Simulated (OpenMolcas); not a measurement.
Ta III.

| Quantity | Value |
| --- | --- |
| Program | OpenMolcas 26.06 |
| Method | RASSCF |
| Basis | ANO-R2 [8s6p5d3f1g] |
| Scalar Hamiltonian | X2C, finite nucleus |
| Active space | 9 electrons in 8 orbitals (RAS1 5p, at most 2 holes; RAS2 5d) |
| State averaging | 2S+1 = 4 even, 10 roots; 2S+1 = 2 even, 40 roots |
| Spin-orbit coupling | state interaction with AMFI integrals over the reference wave functions, term energies averaged over their components |

Levels without dynamic correlation, in cm⁻¹ above 5d³ ⁴F_3/2:

| Level | E |
| --- | --- |
| 5d³ ²G_7/2 | 15035 |
| 5d³ ⁴P_5/2 | 15878 |
| 5d³ ²H_11/2 | 21566 |
| 5d³ ²D_5/2(1) | 22201 |
| 5d³ ²F_7/2 | 29420 |
| 5d³ ²D_5/2(2) | 42967 |

On this reference, MS-RASPT2, IPEA 0.25 Eh, imaginary shift 0.1 Eh (closed shells correlated: 5s) puts 5d³ ²G_7/2 at 13050 cm⁻¹.

Estimate the other levels at that method by one scale factor, and say how well it serves.

The factor is 13050 / 15035 = 0.868. Scaled values beside those that MS-RASPT2 gives:
```tsv
Level	Scaled	MS-RASPT2	Miss (%)
5d³ ⁴P_5/2	13782	15000	-8.1
5d³ ²H_11/2	18719	19480	-3.9
5d³ ²D_5/2(1)	19270	19750	-2.4
5d³ ²F_7/2	25537	25360	+0.7
5d³ ²D_5/2(2)	37295	37890	-1.6
```
For these levels the scaled values miss MS-RASPT2 by up to 8.1 %, as correlation changes each term by its own factor, spin-orbit parts do not scale and CASPT2 has its own spread within terms. This holds within one configuration; levels of others move differently, and the target method has errors of its own against measurement.

CASPT2 breaks the degeneracy within a term, and the mean is taken; among the terms shown or strongly mixed into the levels shown the widest spread is 840 cm-1 (5d³ ⁴F, MS-RASPT2). Active for correlation alone: 5p; no level in the range computed is led by a configuration that opens it, so any true level of that kind is missing. Without dynamic correlation excited terms often stand tens of per cent too high (terms of higher spin than the ground term too low), and those without a measured partner can miss by more than the paired ones (holds for RASSCF). Levels of configurations outside the active space are missing.

A number in round brackets counts repeated terms of one configuration in the order of the reference energies.
